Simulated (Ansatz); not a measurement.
Job for Ansatz (a program for electronic structure): R-CCSD(T)/cc-pV(T+d)Z on BFH2S2 (SMILES FB(S)S), a point of a torsion scan. Files ending in .json are basis or fitting sets from the Basis Set Exchange.

Ansatz 0.2 input:
```yaml
crystal:
  periodic: [false, false, false]
  atoms:
    - {symbol: F, position_ang: [-0.84518394, -1.82852771, 0.10934609]}
    - {symbol: B, position_ang: [-0.29318576, -0.63466253, 0.00276478]}
    - {symbol: S, position_ang: [1.49596891, -0.54987516, -0.41733477]}
    - {symbol: S, position_ang: [-1.38704580, 0.78182761, -0.00268232]}
    - {symbol: H, position_ang: [1.39994734, -1.40641113, -1.42556009]}
    - {symbol: H, position_ang: [-0.46327266, 1.71314229, -0.20953160]}
basis:
  gaussian:
    orbitals: cc-pV_T+d_Z.json
magnetization: {spin_polarized: false}
correlation: {method: ccsd_t, electrons: outside_noble_gas}
scf: {lower_state_search: off}
```

The head of its log:

```
WARN ansatz: RAYON_NUM_THREADS=1 ignored (pool sized by the plan → 1); use --threads N
Functional definition: HF
these checks for a lower state are left out or cut short: stability, starts, cluster_reference, orbital_swaps, neighbouring_geometries, increment
integrals: 0.47 GiB planned
983 factors; integrals over basis functions are off by at most 1.1e-3 eV
mean field: 0.45 GiB planned
mean field evaluation 1: about -25047.1223 eV, gradient 2.7e1 eV
mean field evaluation 2: about -25047.3362 eV, gradient 2.8e1 eV
mean field evaluation 4: about -25049.3198 eV, gradient 3.2e0 eV
mean field evaluation 8: about -25049.3753 eV, gradient 2.5e-1 eV
mean field -25049.37568718 eV, -920.5475774273 hartree, gradient 2.7e-6 eV, S^2 0.000000; 0 other end points of the search recorded, 0 dependent functions left out
12 core orbitals not correlated
reference -25049.37568718 eV, -920.5475774273 hartree; 12, 12 occupied and 142, 142 virtual orbitals, 983 factors
```

Problem. What total energy does the run end on?

Solution. -921.3146 hartree (reference determinant -920.5476, T1 diagnostic 0.013).
